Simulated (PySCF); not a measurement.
**Polarisability and C₆ of S⁺ (sulfur, charge +1)**

[Ne] 3s2 3p3, high-spin 4S determinant. All numbers are calculated (PySCF 2.14, no relativity, point nucleus, in dyall-av3z (19s12p3d2f, 84 functions)). Coupled (time-dependent) response in atomic units; α is the mean over directions.

```
   method  mean α (bohr³)  C₆ (like pair)  S(−4)
      UHF           10.87           53.41  34.31
      PBE           10.97           54.12  33.63
     PBE0           10.83           53.28  32.67
BHandHLYP           10.74           52.63  31.85
    TPSSh           10.88           53.96  32.98
```

S(−4) is the Cauchy moment in α(ω) = α(0) + S(−4) ω² + …

α(iu) at TPSSh:

| u (hartree) | α(iu) (bohr³) |
| --- | --- |
| 0 | 10.88 |
| 0.0500 | 10.80 |
| 0.100 | 10.57 |
| 0.200 | 9.732 |
| 0.300 | 8.632 |
| 0.500 | 6.413 |
| 0.750 | 4.337 |
| 1.00 | 3.020 |
| 1.50 | 1.648 |
| 2.00 | 1.025 |
| 3.00 | 0.5086 |
| 5.00 | 0.2082 |

A single London oscillator, α(iu) = α/(1 + u²/ω²), gives C₆ = (3/4) ω α². Matching the computed C₆ needs ω = 4 × 53.96 / (3 × 10.88²) = 0.608 hartree.

For an ion, C₆ is the dispersion term alone; charge-induced terms of lower order in 1/R come first.
